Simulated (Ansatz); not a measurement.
A run for Ansatz (a first-principles code): U-PBE0/def2-TZVPP on HfSi, 2S+1 = 5, a spin state set in the input, which need not be the lowest. Elements past Kr take the def2 small-core potentials; no spin–orbit coupling.

Ansatz 0.2 input:
```yaml
crystal:
  periodic: [false, false, false]
  atoms:
    - {symbol: Hf, position_ang: [0.00000000, 0.00000000, 0.00000000]}
    - {symbol: Si, position_ang: [0.00000000, 0.00000000, 2.71700000]}
basis:
  gaussian:
    orbitals: def2-TZVPP
hamiltonian:
  xc: {name: PBE0}
magnetization: {spin_polarized: true, initial_magnetization: 4}
relax: {f_tol: 0.002, max_steps: 120}
```

The log:

```
WARN ansatz: RAYON_NUM_THREADS=2 ignored (pool sized by the plan → 2); use --threads N
Functional definition: PBE0
integrals: 0.03 GiB planned
695 factors; their error is unknown
mean field: 0.35 GiB planned
mean field evaluation 1: about -9173.9490 eV, gradient 1.3e1 eV
mean field evaluation 2: about -9164.7008 eV, gradient 3.5e1 eV
mean field evaluation 4: about -9175.2584 eV, gradient 2.5e0 eV
mean field evaluation 8: about -9175.3302 eV, gradient 1.1e-1 eV
mean field evaluation 16: about -9175.3534 eV, gradient 6.3e-4 eV
mean field evaluation 32: about -9175.2325 eV, gradient 1.5e0 eV
mean field -9175.35338679 eV, -337.1880176866 hartree, gradient 2.8e-5 eV, S^2 6.067757; 5 other end points of the search recorded, 0 dependent functions left out
the calculation of the forces begins
reference -9175.35341016 eV, -337.1880185456 hartree; 15, 11 occupied and 83, 87 virtual orbitals, 695 factors
relax step   1: F+E_penalty+E_count = -9175.35338679 eV  Δ(F+E_penalty+E_count) = +0.000e0 eV  max|allowed force component| = 1.198e0 eV/Å  Δτ_max = 0.0000 Å  (68 SCF iters, accepted)
these checks for a lower state are left out or cut short: starts, cluster_reference, orbital_swaps, neighbouring_geometries, increment
integrals: 0.03 GiB planned
695 factors; their error is unknown
mean field: 0.35 GiB planned
mean field -9175.46669695 eV, -337.1921817581 hartree, gradient 1.0e-5 eV, S^2 6.047897; 0 other end points of the search recorded, 0 dependent functions left out
the calculation of the forces begins
reference -9175.46672037 eV, -337.1921826188 hartree; 15, 11 occupied and 83, 87 virtual orbitals, 695 factors
relax step   2: F+E_penalty+E_count = -9175.46669695 eV  Δ(F+E_penalty+E_count) = -1.133e-1 eV  max|allowed force component| = 5.258e-2 eV/Å  Δτ_max = 0.0876 Å  (47 SCF iters, accepted)
these checks for a lower state are left out or cut short: starts, cluster_reference, orbital_swaps, neighbouring_geometries, increment
integrals: 0.03 GiB planned
695 factors; their error is unknown
mean field: 0.35 GiB planned
mean field -9175.46681859 eV, -337.1921862283 hartree, gradient 2.1e-5 eV, S^2 6.048631; 0 other end points of the search recorded, 0 dependent functions left out
the calculation of the forces begins
reference -9175.46684201 eV, -337.1921870889 hartree; 15, 11 occupied and 83, 87 virtual orbitals, 695 factors
relax step   3: F+E_penalty+E_count = -9175.46681859 eV  Δ(F+E_penalty+E_count) = -1.216e-4 eV  max|allowed force component| = 1.924e-2 eV/Å  Δτ_max = 0.0037 Å  (42 SCF iters, accepted)
these checks for a lower state are left out or cut short: starts, cluster_reference, orbital_swaps, neighbouring_geometries, increment
integrals: 0.03 GiB planned
695 factors; their error is unknown
mean field: 0.35 GiB planned
mean field -9175.46683778 eV, -337.1921869335 hartree, gradient 1.6e-5 eV, S^2 6.048434; 0 other end points of the search recorded, 0 dependent functions left out
the calculation of the forces begins
reference -9175.46686119 eV, -337.1921877941 hartree; 15, 11 occupied and 83, 87 virtual orbitals, 695 factors
relax step   4: F+E_penalty+E_count = -9175.46683778 eV  Δ(F+E_penalty+E_count) = -1.919e-5 eV  max|allowed force component| = 1.890e-4 eV/Å  Δτ_max = 0.0010 Å  (43 SCF iters, accepted)
integrals: 0.03 GiB planned
695 factors; their error is unknown
mean field: 0.35 GiB planned
mean field evaluation 64: about -9175.4446 eV, gradient 5.9e-2 eV
mean field evaluation 96: about -9175.4668 eV, gradient 1.6e-5 eV
mean field -9175.46683778 eV, -337.1921869335 hartree, gradient 1.6e-5 eV, S^2 6.048434; 6 other end points of the search recorded, 0 dependent functions left out
the calculation of the forces begins
reference -9175.46686119 eV, -337.1921877941 hartree; 15, 11 occupied and 83, 87 virtual orbitals, 695 factors
Total energy: -9175.46686119 eV, -337.1921877941 hartree
Atom 0 at    -0.000000     0.000000     0.084941 Å, force     0.000000     0.000000     0.000189 eV/Å
Atom 1 at     0.000000    -0.000000     2.632059 Å, force     0.000000    -0.000000    -0.000189 eV/Å
Dipole moment:     0.000000    -0.000000    -0.652611 e Å
```

Self-consistency was reached.

Cost: roughly 23 core-seconds.
